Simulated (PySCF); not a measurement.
Ta(S)(Cl)(NH2)2 (ClH4N2STa), SMILES [NH2][Ta]([NH2])(=[S])[Cl], multiplicity 1.

Geometry: B3LYP-D3(BJ)/def2-SVP. The multiplicity is an assumed one; no other spin state was optimised. The structure was generated by enumeration; whether it is a known compound was not checked. The def2 effective core potentials stand for the cores of Ta; spin–orbit coupling is left out. One conformer was computed; it need not be the lowest.

The numbers are results of PBE0/def2-TZVP run with PySCF, not measurements.

Symmetry labels are those of the subgroup Cs that the program uses (full group Cs).

**Question.** List the valence orbital energies around the gap with their symmetry. (Estimate from the structure and the level; the computed values follow.)

**Answer.** 
```tsv
orbital	symmetry	energy (eV)
HOMO−7	A'	-10.61
HOMO−6	A'	-9.68
HOMO−5	A"	-9.52
HOMO−4	A'	-8.75
HOMO−3	A'	-8.53
HOMO−2	A"	-8.04
HOMO−1	A"	-7.58
HOMO	A'	-7.51
LUMO	A"	-1.59
LUMO+1	A'	-1.40
LUMO+2	A'	-0.96
LUMO+3	A'	-0.16
```
